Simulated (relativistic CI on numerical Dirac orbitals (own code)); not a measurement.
## Ag³⁺: resonant inelastic scattering at the L2,3 edge

Computed with this model: Dirac-Coulomb-Breit CI, separate exchange-only KLI orbitals for each configuration, model QED (radiative potential, 1s self-energy scaled to tabulated hydrogen-like ionisation energies), valence Slater integrals scaled by 0.8, Kramers-Heisenberg scattering through one core-hole configuration in a parametric crystal field; configurations [Kr] 4d8 → [He] 2s2 2p5 3s2 3p6 3d10 4s2 4p6 4d9; 300 K; core-hole width 0.96 eV; summed over polarisations. Incident energies are the highest absorption maxima for each field (at most a few, so the weaker spin-orbit partner edge can be absent), on the computed scale of the free ion. Intensities are in per cent of the strongest line above 0.02 eV; levels within 1 cm⁻¹ are merged; final levels count from the ground level, the first row holds all elastic scattering, lines under 0.4 are left out and each table stops after 24 rows. The scale of the Slater integrals is a model choice and moves the terms in proportion.

Field parameters in Wybourne normalisation: Oh B⁴₀ = 21Dq, B⁴₄ = √(5/14) B⁴₀. The field is a parameter set, without covalency.

S is read from ⟨S²⟩ = S(S + 1).

Oh, 10Dq = 6000 cm⁻¹:

```csv
Final level (eV),Degeneracy,Irrep,S,3351.8 eV
0.000,3,T2,1.00,444.7
0.623,2,E,0.98,51.0
0.709,3,T1,0.99,61.7
0.950,3,T2,0.98,100.0
1.004,1,A2,1.00,18.5
1.037,1,A1,0.98,9.2
1.328,2,E,0.65,5.5
1.334,3,T1,1.00,8.6
1.602,3,T2,0.97,9.4
2.051,2,E,0.64,7.5
2.148,3,T2,0.62,37.3
2.616,2,E,0.95,21.9
2.651,1,A1,0.38,3.2
2.762,3,T1,0.98,1.9
2.826,1,A1,0.81,0.4
2.881,3,T2,0.66,19.0
2.986,3,T1,0.07,8.2
3.521,2,E,0.06,0.7
3.562,3,T2,0.06,1.1
6.463,1,A1,0.05,0.7
```

Oh, 10Dq = 13500 cm⁻¹:

| Final level (eV) | Degeneracy | Irrep | S | 3352.3 eV | 3525.6 eV |
| --- | --- | --- | --- | --- | --- |
| 0.000 | 3 | T2 | 1.00 | 284.8 | 22.9 |
| 1.380 | 2 | E | 0.65 | 38.3 | 1.3 |
| 1.627 | 3 | T1 | 1.00 | 64.2 | 12.3 |
| 1.773 | 2 | E | 0.67 | 15.3 | 11.1 |
| 1.793 | 3 | T2 | 0.99 | 100.0 | 23.9 |
| 1.869 | 1 | A2 | 1.00 | 21.5 | 4.2 |
| 2.280 | 1 | A1 | 0.86 | 5.5 | 0.2 |
| 2.575 | 3 | T1 | 0.99 | 5.8 | 16.9 |
| 2.744 | 3 | T2 | 1.00 | 35.2 | 10.9 |
| 2.870 | 2 | E | 0.92 | 24.4 | 13.4 |
| 3.007 | 1 | A1 | 0.31 | 3.5 | 17.5 |
| 3.212 | 3 | T2 | 0.27 | 15.6 | 9.9 |
| 3.823 | 3 | T1 | 0.15 | 5.9 | 24.5 |
| 4.101 | 2 | E | 1.00 | 8.0 | 2.2 |
| 4.116 | 1 | A1 | 0.98 | 0.2 | 1.8 |
| 4.154 | 3 | T1 | 0.95 | 3.8 | 5.5 |
| 4.213 | 3 | T2 | 0.88 | 10.1 | 3.4 |
| 5.269 | 2 | E | 0.04 | 0.3 | 0.5 |
| 5.300 | 3 | T2 | 0.05 | 0.1 | 0.8 |
| 7.963 | 1 | A1 | 0.04 | 0.5 | 0.4 |

Oh, 10Dq = 21000 cm⁻¹:

| Final level (eV) | Degeneracy | Irrep | S | 3352.9 eV | 3526.2 eV |
| --- | --- | --- | --- | --- | --- |
| 0.000 | 3 | T2 | 1.00 | 246.9 | 28.8 |
| 1.573 | 2 | E | 0.14 | 20.3 | 11.1 |
| 2.550 | 3 | T1 | 1.00 | 68.9 | 13.8 |
| 2.562 | 2 | E | 0.97 | 36.3 | 7.1 |
| 2.695 | 3 | T2 | 0.99 | 100.0 | 24.5 |
| 2.775 | 1 | A2 | 1.00 | 22.5 | 3.9 |
| 2.847 | 1 | A1 | 0.26 | 6.7 | 5.8 |
| 3.669 | 3 | T1 | 0.99 | 7.6 | 19.1 |
| 3.721 | 3 | T2 | 0.99 | 46.8 | 10.7 |
| 3.728 | 1 | A1 | 0.89 | 3.1 | 16.7 |
| 3.795 | 2 | E | 0.97 | 30.8 | 12.7 |
| 4.226 | 3 | T2 | 0.13 | 13.0 | 12.6 |
| 4.737 | 3 | T1 | 0.06 | 7.6 | 25.7 |
| 5.700 | 1 | A1 | 0.99 | 0.1 | 0.9 |
| 5.777 | 3 | T1 | 0.99 | 1.9 | 2.3 |
| 5.838 | 2 | E | 1.00 | 3.5 | 0.9 |
| 5.875 | 3 | T2 | 0.96 | 5.0 | 1.1 |
| 7.111 | 3 | T2 | 0.05 | 0.1 | 0.4 |

For the first field the strongest loss at the lowest incident energy is the level at 0.95 eV (S = 0.98, against 1.00 in the thermal ground state). Levels of other spin, the first over 8 % at 2.99 eV, appear because spin-orbit coupling of the core hole, and in heavier ions of the valence shell too, mixes spins.
